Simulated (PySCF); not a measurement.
W(O)(NH)(F)(Cl) (ClFHNOW), SMILES [NH]=[W](=[O])([F])[Cl], multiplicity 1.

The structure is a stationary point at PBE-D3(BJ)/def2-SVP. The spin state was assumed, not searched. The structure was generated by enumeration; whether it is a known compound was not checked. The def2 effective core potentials stand for the cores of W; spin–orbit coupling is left out.

Two levels are set side by side: PBE/def2-TZVP (PySCF) and PBE0/def2-TZVP (PySCF). Same geometry, gas phase. Differences are taken from unrounded values.

| quantity | PBE |
|---|---|
| orbital gap (eV) | 4.04 |
| highest occupied level (eV) | -7.38 |
| lowest empty level (eV) | -3.34 |
| dipole moment (D) | 1.39 |
| mean polarisability (bohr³) | 60.4 |

Problem. These are the PBE values. What does PBE0 give? (The exact figures need the calculation; the answer reports its results.)

Solution. 
| quantity | PBE0 | PBE minus PBE0 |
|---|---|---|
| orbital gap (eV) | 6.19 | -2.15 |
| highest occupied level (eV) | -8.82 | 1.44 |
| lowest empty level (eV) | -2.63 | -0.71 |
| dipole moment (D) | 1.50 | -0.11 |
| mean polarisability (bohr³) | 58.4 | 2.0 |

PBE's occupied levels lie high since its potential decays too fast outside the molecule; exact exchange lowers them and widens the gap. Loosely held outer electrons make PBE densities more polarisable. Differences between two approximate levels are no errors against the true value.

Rough cost on one machine, each run with all the roots and properties that it gave: PBE0 against PBE within a factor of 2.
